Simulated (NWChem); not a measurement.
Molecule: C$_{2}$H$_{5}$BN$_{2}$O; SMILES N#COB(C)N

```xyz
11

C     -0.7192     2.1897    -0.0022
B      0.0453     0.8199     0.0043
N      1.4288     0.6483     0.0026
O     -0.7924    -0.3465     0.0045
C     -0.2819    -1.5319    -0.0011
N      0.1641    -2.6098    -0.0058
H     -1.2878     2.3084    -0.9339
H     -1.4516     2.2321     0.8134
H     -0.0520     3.0524     0.0949
H      1.8839    -0.2570    -0.0005
H      2.0665     1.4307     0.0031
```
Atoms are numbered in this order, from 1.

Results from NWChem. STO-3G and 3-21G are far too small for this property and stand as cheap habits. Geometry: optimised at B3LYP/6-31G* (spherical d). GIAO values for the isolated, static molecule; σ is the absolute isotropic shielding, δ = σ(reference) − σ with the isolated reference molecule computed at the same levels (11B: boron trifluoride, 13C: tetramethylsilane, 1H: tetramethylsilane, 15N: ammonia, 17O: water).

```csv
level,δ C1 (ppm),δ B2 (ppm),δ N3 (ppm),δ O4 (ppm),δ C5 (ppm),δ H10 (ppm),δ H11 (ppm),relative time
Hartree-Fock/STO-3G,6.2,22.5,31.7,24.3,101.4,3.33,3.23,1
PBE0/pcSseg-1,-1.5,21.3,88.3,110.3,116.1,3.96,3.44,20
"LDA (Slater exchange, VWN5)/pcSseg-1",-3.1,21.9,102.2,128.9,117.4,4.03,3.53,10
```

The last column is a rough cost ratio, cheapest run = 1.
